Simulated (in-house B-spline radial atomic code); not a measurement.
Tb⁴⁺. Computed with a B-spline radial atomic code. Model: all-electron spherical atom, spin shells full or empty, radial basis limit, no spin-orbit coupling, Breit or QED, empty-state partial waves extrapolated as (l+1/2)^-4, RPA, G0W0 and static COHSEX of the highest shell as one setting changes (uncorrelated shells keep exact exchange).

Without the two-electron picture change, core correlation of heavy ions comes too large.

Given: element Tb; charge 4; filled core Xe; hamiltonian one-electron scalar X2C; mean-field start r2SCAN; highest l of empty states 9; nuclear rms radius 5.06 fm; highest mean-field shell 4f up.

Shell: 4f 7 0 (electrons up and down).

| natural log step of frequency grid | RPA correlation energy (hartree) | G0W0 level (eV) | G0W0 minus most complete (meV) | RPA minus most complete (millihartree) | linearised minus solved G0W0 (meV) |
| --- | --- | --- | --- | --- | --- |
| 0.25 | -5.1936 | -67.288 | 0 | 0 | -91.1 |
| 0.4 | -5.1936 | -67.288 | 0 | 0 | -91.1 |
| 0.6 | -5.1936 | -67.288 | 0 | 0 | -91.1 |
| 0.9 | ? | ? | ? | ? | ? |
| 1.3 | -5.1935 | -67.286 | 2.1 | 0.1 | -90.7 |
| 1.8 | -5.2061 | -67.301 | -13.6 | -12.6 | -89.8 |
| 2.5 | ? | ? | ? | ? | ? |
| 3.5 | -5.2616 | -67.028 | 259.5 | -68 | -98.3 |

(1) What follows for natural log step of frequency grid = 2.5?

(2) What follows for natural log step of frequency grid = 0.9?

## Answers

(1) RPA correlation energy -5.1714 hartree; G0W0 level -67.171 eV; G0W0 minus most complete 116.3 meV; RPA minus most complete 22.2 millihartree; linearised minus solved G0W0 -85.5 meV.

(2) RPA correlation energy -5.1936 hartree; G0W0 level -67.288 eV; G0W0 minus most complete 0 meV; RPA minus most complete 0 millihartree; linearised minus solved G0W0 -91.1 meV.
